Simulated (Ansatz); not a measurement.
An input meant for BCl2(SMe) (CH₃BCl₂S) (charge 0, singlet).

```yaml
crystal:
  periodic: [false, false, false]
  atoms:
    - {symbol: B, position_ang: [0.333436, 1.167533, -0.925313]}
    - {symbol: Cl, position_ang: [1.909251, 0.995731, -0.170285]}
    - {symbol: Cl, position_ang: [0.084715, 2.407596, -2.139119]}
    - {symbol: S, position_ang: [-1.054773, 0.127789, -0.516788]}
    - {symbol: C, position_ang: [-0.402851, -0.998229, 0.747293]}
    - {symbol: H, position_ang: [0.437198, -1.584078, 0.352606]}
    - {symbol: H, position_ang: [-1.226961, -1.672379, 1.013592]}
    - {symbol: H, position_ang: [0.333436, 1.467533, -0.625313]}
basis:
  gaussian: {orbitals: ANO-RCC-VTZP}
hamiltonian: {xc: {name: CAM-B3LYP}}
scf: {omitted_lower_state_checks: [starts]}
```

```sh
$ ansatz run in.yaml --threads 4 --pin off --events-out ev --progress --plain --max-ram 3916MiB
```

It prints (some lines left out):

```
Functional definition: CAM-B3LYP
1680 factors; their error is unknown
398 factors; integrals over basis functions are off by at most 1.1e-5 eV
mean field evaluation 1: about -37702.6485 eV, gradient 6.2e1 eV
mean field evaluation 2: about -37686.0648 eV, gradient 9.1e1 eV
mean field evaluation 4: about -37710.4546 eV, gradient 1.6e1 eV
mean field evaluation 8: about -37711.1365 eV, gradient 1.8e-1 eV
mean field evaluation 16: about -37711.2452 eV, gradient 6.9e-4 eV
mean field -37711.24521485 eV, -1385.8627000456 hartree, gradient 1.6e-5 eV, S^2 0.000000; 0 other end points of the search recorded, 0 dependent functions left out
reference -37711.24535502 eV, -1385.8627051968 hartree; 32, 32 occupied and 172, 172 virtual orbitals, 1680 factors
Total energy: -37711.24535502 eV, -1385.8627051968 hartree
Relativity: scalar
Checks for a lower state left out: starts
```

(1) What is wrong with this run?

Results:

(1) One atom was put on top of another. The calculation finished and met its thresholds. The result belongs to that input, not to the species as meant.
